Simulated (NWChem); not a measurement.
A series in which one site is exchanged, each optimised at PBE0/def2-SVP with NWChem, gas phase unless a solvent is named. This build's default masses of Se (78.918 u) and Br (79.917 u) are each other's, which moves their modes by up to 0.6 %. For some, no frequency run checked for a minimum. def2 effective core potentials on Y, La; no spin-orbit coupling.

A: [Cl][La]([Cl])[Br] (LaBrCl2; site = La)
B: [Cl][Y]([Cl])[Br] (YBrCl$_{2}$; site = Y)
C: [Br][Sc]([Cl])[Cl] (ScBrCl2; site = Sc)
D: [Ga]([Cl])([Cl])[Br] (GaBrCl2; site = Ga)

Values for A:

```
Quantity                                       Value
---------------------------------------------  -----
dipole (D), PBE0/def2-SVP                       1.96
orbital gap (eV), PBE0/def2-SVP                 5.43
static polarisability, PBE0/def2-SVPD (bohr³)   97.1
```

Question: How do these values change for the other members?

Answer: 
| change from A | B | C | D |
|---|---|---|---|
| dipole (D), PBE0/def2-SVP | -1.86 | -1.88 | -1.59 |
| orbital gap (eV), PBE0/def2-SVP | +0.24 | +0.04 | +1.50 |
| static polarisability, PBE0/def2-SVPD (bohr³) | -9.7 | -13.4 | -21.6 |
